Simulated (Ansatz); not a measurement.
The same path of CH4BClO (8 atoms, charge 0, multiplicity 1) was run twice with different band settings.

The calculation used RKS PBE0-D4/def2-SVP in Ansatz.

Relaxed end points:

```xyz
8
Properties=species:S:1:pos:R:3
C -0.230 0.997 0.137
B 0.127 -0.489 -0.178
O 0.324 -1.389 0.803
Cl 0.290 -1.036 -1.875
H -1.185 1.273 -0.341
H 0.530 1.671 -0.290
H -0.304 1.183 1.217
H 0.540 -2.268 0.471
```

```xyz
8
Properties=species:S:1:pos:R:3
C -0.166 0.852 0.142
B -0.038 -0.628 -0.363
O 0.712 -1.584 0.220
Cl -0.933 -1.137 -1.807
H 0.092 1.553 -0.668
H 0.462 1.084 1.016
H -1.215 1.067 0.405
H 1.178 -1.264 0.999
```

Common settings: movable images 7; climbing image yes; optimiser quadratic models (default); start path through a guess of the saddle point; force threshold 0.05 eV/Å; end points relaxed.

| run | spring | iteration limit |
| --- | --- | --- |
| 1 | 5.0 eV/Å² | 43 |
| 2 | 0.1 eV/Å² | 60 |

**Question.** What does each run give, and how far can it be trusted?

**Answer.** Run 1: converged after 11 iterations, highest image 0.548 eV above the first end. A vibrational analysis at the climbing image gives one clearly imaginary mode, 655i cm⁻¹: a first-order saddle point.
Run 2: converged after 14 iterations, highest image 0.548 eV above the first end. The profile has 2 maxima (images 1, 3) with wells between them (image 2): this band takes more than one step, which may be the mechanism or a detour left from its start path. Another band between the same ends (7 images) ends at a top of the same energy, where a vibrational analysis finds 1 clearly imaginary mode.
